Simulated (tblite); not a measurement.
Species: C8H7F.
Atom-mapped SMILES: `[CH:1]#[C:2][CH2:3]/[C:4]([C:5]#[C:6][CH3:7])=[CH:8]\[F:9]` (hydrogens: H10 on C1; H11, H12 on C3; H13, H14, H15 on C7; H16 on C8)

Computed with GFN2-xTB (tblite), gas phase: L-BFGS steps from a force-field or distance-geometry start until the largest atomic force falls under 0.01 eV/Å.

Step 16: E = -687.7319 eV
```
atom  x, y, z in Å  |  force x, y, z in eV/Å
C1      2.5556    1.6841    0.7905   -0.023  -0.033  -0.022
C2      2.0989    0.8693    0.0429    0.035   0.004   0.037
C3      1.5519   -0.1210   -0.8645    0.013   0.000  -0.015
C4      0.4552   -0.9247   -0.2108   -0.004  -0.011   0.007
C5     -0.7169   -0.2506    0.1978   -0.020   0.015   0.000
C6     -1.7175    0.3245    0.5347   -0.028   0.027   0.009
C7     -2.9263    0.9865    0.9619   -0.020   0.011   0.010
C8      0.5421   -2.2367   -0.0066    0.032  -0.018   0.009
F9      1.6255   -2.9503   -0.3671    0.026  -0.029  -0.021
H10     2.9636    2.4032    1.4351   -0.007  -0.001   0.018
H11     2.3453   -0.7976   -1.1921    0.041   0.021   0.017
H12     1.1544    0.4023   -1.7388   -0.066  -0.002  -0.050
H13    -2.6934    1.7346    1.7192    0.006   0.014  -0.007
H14    -3.6143    0.2564    1.3874   -0.012   0.001   0.003
H15    -3.4100    1.4769    0.1171    0.023   0.002  -0.003
H16    -0.2216   -2.8480    0.4493    0.005  -0.001   0.008
```

Step 17: E = -687.7324 eV
```
atom  x, y, z in Å  |  force x, y, z in eV/Å
C1      2.5539    1.6835    0.7908   -0.002   0.000   0.010
C2      2.0956    0.8699    0.0437    0.016  -0.011  -0.006
C3      1.5505   -0.1193   -0.8655   -0.003  -0.013  -0.019
C4      0.4559   -0.9251   -0.2109   -0.026  -0.006   0.003
C5     -0.7174   -0.2527    0.1975   -0.024   0.028   0.008
C6     -1.7163    0.3250    0.5355   -0.025   0.019   0.012
C7     -2.9257    0.9870    0.9623   -0.016   0.011   0.006
C8      0.5429   -2.2370   -0.0068    0.033  -0.023   0.013
F9      1.6255   -2.9512   -0.3683    0.031  -0.030  -0.022
H10     2.9645    2.4003    1.4360   -0.008   0.005   0.024
H11     2.3461   -0.7940   -1.1896    0.050   0.006   0.001
H12     1.1520    0.4005   -1.7422   -0.052  -0.001  -0.023
H13    -2.6933    1.7365    1.7190    0.002  -0.001  -0.014
H14    -3.6145    0.2564    1.3871    0.000   0.016  -0.002
H15    -3.4074    1.4769    0.1159    0.018   0.000   0.004
H16    -0.2200   -2.8477    0.4515    0.007   0.001   0.003
```

Task: Estimate the geometry and energy of step 18. (The exact step hangs on the optimiser's Hessian estimate; all steps are aligned on step 17, rigid shifts and turns removed.)

Result: E = -687.7328 eV, largest force 0.048 eV/Å
```
atom  x, y, z in Å  |  force x, y, z in eV/Å
C1      2.5524    1.6830    0.7913    0.013   0.023   0.032
C2      2.0930    0.8702    0.0444   -0.003  -0.020  -0.043
C3      1.5492   -0.1180   -0.8667   -0.017  -0.020  -0.016
C4      0.4561   -0.9258   -0.2111   -0.033  -0.002  -0.003
C5     -0.7182   -0.2541    0.1975   -0.015   0.027   0.012
C6     -1.7157    0.3258    0.5365   -0.012   0.004   0.011
C7     -2.9255    0.9876    0.9628   -0.007   0.009   0.000
C8      0.5443   -2.2377   -0.0067    0.026  -0.017   0.014
F9      1.6262   -2.9524   -0.3699    0.024  -0.021  -0.017
H10     2.9652    2.3979    1.4373   -0.012   0.004   0.024
H11     2.3479   -0.7907   -1.1875    0.042  -0.001  -0.012
H12     1.1488    0.3987   -1.7456   -0.030  -0.005   0.010
H13    -2.6933    1.7382    1.7186   -0.002  -0.008  -0.014
H14    -3.6147    0.2567    1.3868    0.005   0.026  -0.003
H15    -3.4049    1.4769    0.1149    0.007   0.002   0.005
H16    -0.2185   -2.8474    0.4536    0.014  -0.001  -0.001
```

The energy changes by -0.0004 eV. The first-order estimate −F·Δx gives -0.0006 eV and the mean of the old and new forces, exact on a quadratic surface, -0.0004 eV. The step makes an angle of 63° with the force vector and moves no atom by more than 0.005 Å.

The cost below is that of the whole relaxation. Time: 0.27 s. Hardware: one thread, Arm Neoverse V2 (aarch64), on a shared host.
